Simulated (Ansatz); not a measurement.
hexafluorocyclobutene (C4F6), SMILES FC1=C(F)C(F)(F)C1(F)F.

Geometry optimised at B3LYP-D3(BJ)/def2-SVP.

Two levels are set side by side: PBE/def2-SVPD (Ansatz, a first-principles code) and CAM-B3LYP/def2-SVPD (Ansatz). Energy differences of separate SCF runs at the same geometry; the states with an electron removed or added have multiplicity 2 and 2. Differences are taken from unrounded values.

| quantity | CAM-B3LYP |
|---|---|
| vertical ionisation energy (eV) | 11.71 |
| vertical singlet–triplet gap (eV) | 4.64 |

Q: What does PBE give, and how far is it from CAM-B3LYP? (Estimate from the structure and the level; the computed values follow.)

A: 
```json
[
 {"quantity": "vertical ionisation energy (eV)", "PBE": "11.14", "PBE minus CAM-B3LYP": "-0.57"},
 {"quantity": "vertical singlet–triplet gap (eV)", "PBE": "4.70", "PBE minus CAM-B3LYP": "0.07"}
]
```
